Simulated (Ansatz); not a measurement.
Species: LaBr2, net charge 1, singlet state. The spin state was set by rule; other spins were not relaxed. 
Coordinates optimised at B3LYP-D3(BJ)/def2-TZVP (Ansatz, a program for electronic structure):
```
La
Br 1 2.6726
Br 1 2.6726 2 107.25
```
Charge +1, spin multiplicity 1.

Basis-set convergence of Hartree-Fock and CCSD(T) correlation energies (hartree) with Ansatz. Valence correlation only, unless marked. No spin-orbit coupling. Frozen are the shells of the preceding noble gas and the d and f shells that filled before the atom's block. In def2 rows, elements after Kr have scalar-relativistic effective core potentials.

| basis | functions | E(HF) | E(corr, CCSD(T)) |
|---|---|---|---|
| def2-SVPD | 117 | -5175.31827 | -0.31234 |
| def2-TZVPPD | 173 | (withheld) | (withheld) |

Task: Some entries are withheld; supply them.

Result: 
- def2-TZVPPD, E(HF): -5175.94844
- def2-TZVPPD, E(corr, CCSD(T)): -0.40262
